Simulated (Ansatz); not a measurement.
`[Ag][S]CCCCc1ccc(/N=N/c2ccccc2)cc1`, relaxed as a singlet with RKS r2SCAN-D4/def2-SVP in Ansatz, starting from the GFN2-xTB geometry. Force threshold 0.03 eV/Å.

In the def2 sets Ag takes a core potential; there is no spin–orbit coupling. The restricted singlet is unstable towards broken spin symmetry in Hartree–Fock (as tested in another run); at r2SCAN-D4/def2-SVP this wasn't settled.

Start:

Cartesian coordinates in Å:
```
Ag -0.9672 5.3233 3.5740
S -2.1897 3.5632 4.4807
C -3.2629 2.9720 3.1169
C -2.5497 2.9204 1.7767
C -3.4761 2.4420 0.6616
C -2.7917 2.4574 -0.7127
C -1.6189 1.5213 -0.7653
C -0.3123 1.9989 -0.7309
C 0.7587 1.1307 -0.7415
C 0.5454 -0.2497 -0.8033
N 1.6712 -1.0448 -0.7717
N 1.5194 -2.2701 -1.0695
C 2.6542 -3.0569 -1.0482
C 2.4576 -4.4398 -1.1195
C 3.5434 -5.2903 -1.1633
C 4.8319 -4.7773 -1.1511
C 5.0348 -3.4061 -1.0813
C 3.9587 -2.5467 -1.0261
C -0.7687 -0.7351 -0.8472
C -1.8271 0.1442 -0.8247
H -3.5729 1.9736 3.4238
H -4.1392 3.6186 3.0752
H -1.6880 2.2535 1.8569
H -2.1748 3.9342 1.5398
H -4.3585 3.0854 0.6235
H -3.8101 1.4285 0.8899
H -3.5259 2.1608 -1.4663
H -2.4656 3.4751 -0.9385
H -0.1347 3.0647 -0.6934
H 1.7738 1.4969 -0.7198
H 1.4477 -4.8208 -1.1272
H 3.3896 -6.3583 -1.2144
H 5.6790 -5.4452 -1.2044
H 6.0406 -3.0117 -1.0718
H 4.0917 -1.4763 -0.9791
H -0.9244 -1.8027 -0.8888
H -2.8395 -0.2332 -0.8589
```

```
step  energy (eV)  largest force component (eV/Å)  SCF passes
   1  -34654.3474                           1.444          28
   2  -34654.5003                           0.627          25
   3  -34654.5253                           0.180          21
   4  -34654.5300                           0.083          22
   5  -34654.5336                           0.102          20
   6  -34654.5346                           0.086          22
   7  -34654.5353                           0.028          23
```

Force components are those of the run's own axes.

End:

```
atom   x (Å)   y (Å)   z (Å)
 Ag1  -1.007   5.335   3.704
  S2  -2.184   3.519   4.554
  C3  -3.268   3.070   3.148
  C4  -2.569   2.946   1.801
  C5  -3.493   2.455   0.690
  C6  -2.829   2.438  -0.697
  C7  -1.642   1.515  -0.780
  C8  -0.328   2.007  -0.742
  C9   0.761   1.138  -0.785
 C10   0.559  -0.249  -0.865
 N11   1.722  -1.038  -0.911
 N12   1.521  -2.279  -0.995
 C13   2.687  -3.069  -1.044
 C14   2.477  -4.456  -1.123
 C15   3.564  -5.329  -1.177
 C16   4.866  -4.820  -1.152
 C17   5.078  -3.435  -1.073
 C18   4.000  -2.558  -1.019
 C19  -0.756  -0.757  -0.901
 C20  -1.832   0.119  -0.857
 H21  -3.694   2.092   3.437
 H22  -4.113   3.776   3.082
 H23  -1.699   2.274   1.903
 H24  -2.155   3.940   1.527
 H25  -4.392   3.096   0.642
 H26  -3.853   1.438   0.934
 H27  -3.580   2.134  -1.447
 H28  -2.516   3.464  -0.960
 H29  -0.162   3.087  -0.681
 H30   1.791   1.505  -0.760
 H31   1.445  -4.817  -1.142
 H32   3.397  -6.408  -1.240
 H33   5.721  -5.501  -1.195
 H34   6.100  -3.043  -1.056
 H35   4.136  -1.476  -0.958
 H36  -0.896  -1.838  -0.970
 H37  -2.853  -0.277  -0.891
```

By distances, no bond broke or formed. The bond that changes most is C10–N11, from 1.38 to 1.41 Å (atoms count from 1).

No frequencies were taken in this run, so the end may be a saddle point.

Run time 31 s (2 threads of AMD EPYC 7R13 on a shared host and a share (18 GiB) of an NVIDIA H100 80GB HBM3).
